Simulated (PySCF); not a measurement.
**Mg⁺: excitation energy**

Mg⁺ [Ne] 3s1 (2S) → Mg⁺ [Ne] 3d1 (2D), as a difference of total energies. Calculation: PySCF 2.14, in dyall-av3z (20s13p6d4f, 117 functions); no relativity, point nucleus. The calculations carry no spin-orbit coupling.

| method | excitation energy (eV) |
| --- | --- |
| UHF | 8.847 |
| LDA | 8.841 |
| PBE | 8.555 |
| PBE0 | 8.642 |
| r2SCAN | 8.584 |
| wB97X-V | 8.875 |
| PW91 | 8.597 |
| wB97M-V | 9.061 |

The promoted electron is Rydberg-like, and one or two diffuse shells describe it only roughly, which tends to raise the upper state.

For comparison: 8.864 eV (measured; NIST levels, between the centres of gravity of the two terms).
